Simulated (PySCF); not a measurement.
# `C=C1C=C/C1=C/C1CC1`, C9H10

Geometry:
```csv
atom,x (Å),y (Å),z (Å)
C1,2.096,-1.279,0.983
C2,1.985,-0.121,0.357
C3,2.933,0.927,-0.062
C4,1.950,1.699,-0.575
C5,0.899,0.732,-0.223
C6,-0.418,0.686,-0.392
C7,-1.296,-0.413,0.024
C8,-2.698,-0.106,0.487
C9,-2.485,-0.768,-0.834
H10,3.059,-1.646,1.301
H11,1.248,-1.904,1.206
H12,3.999,1.018,0.022
H13,1.921,2.657,-1.061
H14,-0.907,1.519,-0.884
H15,-0.790,-1.231,0.516
H16,-3.101,-0.690,1.300
H17,-3.011,0.927,0.496
H18,-2.652,-0.188,-1.729
H19,-2.742,-1.811,-0.938
```

Theory: quadratic response CAM-B3LYP/def2-SVPD first hyperpolarisability, Taylor convention, gas phase (PySCF). Geometry: GFN2-xTB.

Q: Give the tensor of the second harmonic β(−2ω;ω,ω) at 1064 nm in the axes of these coordinates.

A: In au, Taylor convention; rows are the first index (the induced dipole):
|  | xx | yy | zz | xy | xz | yz |
| --- | --- | --- | --- | --- | --- | --- |
| x | -439.4 | -9.3 | +22.1 | -92.4 | -27.2 | +4.2 |
| y | -75.6 | -48.2 | -6.8 | -7.8 | +4.7 | +30.8 |
| z | -35.4 | +29.8 | +8.7 | +2.5 | +19.9 | -8.4 |

Norm of βᵢ = ⅓ Σⱼ (βᵢⱼⱼ + βⱼᵢⱼ + βⱼⱼᵢ): 450.5 au, hyper-Rayleigh value 191.9 au.
